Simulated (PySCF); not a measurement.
Compound: C₆H₇F₂N.
Atom-mapped SMILES: `[N:1]#[C:2][C@@:3]1([F:4])[CH2:5][CH2:6][C@@H:7]([F:8])[CH2:9]1` (hydrogens: H10, H11 on C5; H12, H13 on C6; H14 on C7; H15, H16 on C9)

Theory: PySCF 2.14.0, PBE0-D3(BJ)/def2-SVP geometry optimisation, gas phase.

Some entries are withheld.

```
coordinate    value
     N1≡C2  1.156 Å
     C2–C3  1.468 Å
     C3–F4  1.384 Å
     C3–C5  1.529 Å
     C5–C6        ?
     C6–C7  1.521 Å
     C7–F8  1.383 Å
     C7–C9        ?
     C3–C9        ?
    C5–H10  1.100 Å
    C5–H11  1.098 Å
    C6–H12  1.098 Å
    C6–H13  1.100 Å
    C7–H14  1.101 Å
    C9–H15  1.098 Å
    C9–H16  1.099 Å
  N1–C2–C3   179.1°
  C2–C3–F4        ?
  C2–C3–C5   113.8°
  C2–C3–C9   113.7°
  F4–C3–C5   108.1°
  F4–C3–C9   108.3°
  C5–C3–C9   105.0°
  C3–C5–C6   101.9°
  C5–C6–C7   102.7°
  C6–C7–F8        ?
  C6–C7–C9   105.4°
  F8–C7–C9   108.4°
  C3–C9–C7        ?
```

Question: Estimate the withheld lengths and angles.

Answer: 
- C5–C6 = 1.524 Å, drawn single (both ends ring CH2 carbon); equal to the sum of covalent radii, 1.52 Å.
- C7–C9 = 1.531 Å, drawn single (sp3 C–F carbon to ring CH2 carbon); 0.01 Å above the sum of covalent radii, 1.52 Å.
- C3–C9 = 1.540 Å, drawn single (sp3 C–F carbon to ring CH2 carbon); 0.02 Å above the sum of covalent radii, 1.52 Å.
- C2–C3–F4 = 107.7°, at the sp3 C–F carbon; the outer atoms are 2.303 Å apart.
- C6–C7–F8 = 108.6°, at the sp3 C–F carbon; the outer atoms are 2.359 Å apart.
- C3–C9–C7 = 105.6°, at the ring CH2 carbon, inside a 5-membered ring; the outer atoms are 2.447 Å apart.

Radii are Cordero's, carbon taken as 0.76, 0.73 or 0.69 Å for four, three, and two or fewer neighbours.

Whether it is a minimum is left open (no frequencies). The numbers are those of one conformer (C2–C3–C5–C6 161°, C3–C5–C6–C7 -44°, C5–C6–C7–F8 -81°, C6–C7–C9–C3 -13°).
